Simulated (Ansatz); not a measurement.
Gas-phase electronic energies from Ansatz, PBE0-D4/def2-TZVP geometries. CBS: MP2 limit from def2 TZ/QZ plus the TZ coupled-cluster correction, frozen cores. This one scheme is used for every species, atoms too. Functionals use def2-TZVPP. Open shells (•) are unrestricted, without spin–orbit coupling. Spin–orbit coupling would lower the free atoms: a little for Al, C, F, Si. One conformer a species, not always the lowest.

Consider the atomization: `[CH3][Al]([NH2])[SiH2]F` → Al• + C• + F• + 7 H• + N• + Si•.

| level | ΔE (kJ/mol) |
| --- | --- |
| ωB97X-V | 4173.3 |
| CCSD/def2-TZVPP | 3996.0 |
| HF/def2-QZVPP | 3068.2 |
| CCSD/CBS(def2) | 4114.8 |

Question: What does CCSD(T)/CBS give? (Best estimate.)

Answer: Computed: +4164.8 kJ/mol. The listed levels differ from it by 8.5, -168.8, -1096.6, -50.0 kJ/mol.

Largest T1 diagnostic among the species: 0.018.

The D4 term adds +34.2 kJ/mol with B3LYP and +18.4 kJ/mol with PBE0; it sums over pairs of atoms, weighted by their polarisabilities, and B3LYP, whose exchange is more repulsive, gets the larger term. In def2-TZVPP, CCSD(T) changes the Hartree–Fock value by +988.0 kJ/mol (the triples alone add +50.0 kJ/mol) and MP2 by +1029.9 kJ/mol; breaking electron pairs costs correlation energy, which Hartree–Fock lacks. From PBE to PBE0 (25 % exact exchange), in def2-TZVPP and without D4, ΔE moves by −55.6 kJ/mol: exact exchange takes away binding that semilocal exchange gives to molecules.

B3LYP here is the variant with VWN-RPA as its local correlation; programs differ in this.

For atomizations the MP2-based limit and the directly extrapolated one differ by several kJ/mol either way, and by 10 to 25 for some Ge, Se and Sn compounds, so smaller differences from it don't rank the levels.
